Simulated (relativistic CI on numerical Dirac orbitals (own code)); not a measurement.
# Nb⁵⁺: L2,3 absorption edge

Computed with this model: Dirac-Coulomb-Breit CI, separate exchange-only KLI orbitals for each configuration, a model potential for QED, valence Slater integrals scaled by 0.7, multiplet model of core-to-valence dipole absorption; configurations [Ar] 3d10 4s2 4p6 → [He] 2s2 2p5 3s2 3p6 3d10 4s2 4p6 4d; 80 K; Lorentzian 0.96 eV and Gaussian 0.5 eV FWHM. Energies are those of the free ion, without screening or charge transfer. The branching ratio is the share of the lower-energy edge in the whole absorption, uncertain by about 0.02 where the edges overlap. S is read from ⟨S²⟩ = S(S + 1).

Field parameters in Wybourne normalisation: Oh B⁴₀ = 21Dq, B⁴₄ = √(5/14) B⁴₀. The field is a parameter set, without covalency.

Peaks in eV (height, largest 100): 2380.6 (100), 2474.3 (47).

Task: Which surroundings give this spectrum?
A. Oh, 10Dq = 19250 cm⁻¹
B. Oh, 10Dq = 29950 cm⁻¹
C. Oh, 10Dq = 40650 cm⁻¹
D. free ion

Result: D. free ion, where the ground state has S = 0.00.
